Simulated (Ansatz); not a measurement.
Sn₃O₃⁻. The state is a doublet with charge -1. Geometry B3LYP-D4/def2-SVPD.

```xyz
6

Sn   -1.106    0.673   -1.804
Sn   -0.562   -1.920    0.971
Sn    1.598    1.191    0.799
O     0.927   -0.555    1.503
O     0.472    1.603   -0.803
O    -1.330   -0.992   -0.666
```

In the def2 sets Sn takes a core potential; there is no spin–orbit coupling. At PBE-D4/def2-TZVPD, r2SCAN-D4/def2-TZVPD, PBE0-D4/def2-TZVPD the highest occupied level of the charge -1 doublet lies above zero (up to 1.05 eV). It is a level of α spin, whose loss leaves a singlet; that state wasn't run at this geometry and level. The electron is either unbound and held by the finite basis, or the level is raised by self-interaction error. At PBE-D4/def2-TZVPD the gap within one spin of the charge -1 doublet nearly closes, so an electron or hole may be smeared out by delocalisation error. Another isomer (doublet) lies 0.55 eV lower at PBE0-D4/def2-TZVPD; other spin states weren't run for this one.

(1) Estimate the α-spin orbital energies around the gap (eV) in Ansatz with PBE-D4/def2-TZVPD, r2SCAN-D4/def2-TZVPD, PBE0-D4/def2-TZVPD.

Results:

(1) 
```tsv
orbital	PBE-D4/def2-TZVPD	r2SCAN-D4/def2-TZVPD	PBE0-D4/def2-TZVPD
HOMO−9	-4.46	-4.75	-5.88
HOMO−8	-3.30	-3.61	-4.74
HOMO−7	-3.23	-3.55	-4.59
HOMO−6	-2.56	-2.86	-3.99
HOMO−5	-2.49	-2.75	-3.80
HOMO−4	-2.26	-2.56	-3.70
HOMO−3	-2.26	-2.55	-3.66
HOMO−2	-1.73	-1.97	-2.74
HOMO−1	-1.62	-1.86	-2.66
HOMO	1.05	0.86	0.54
LUMO	1.07	1.06	1.60
LUMO+1	1.58	1.57	2.06
LUMO+2	2.49	2.84	3.11
LUMO+3	2.53	2.86	3.11
LUMO+4	2.86	3.23	3.26
LUMO+5	2.88	3.61	3.26
β HOMO	-1.57	-1.80	-2.54
β LUMO	1.17	1.27	1.82
```
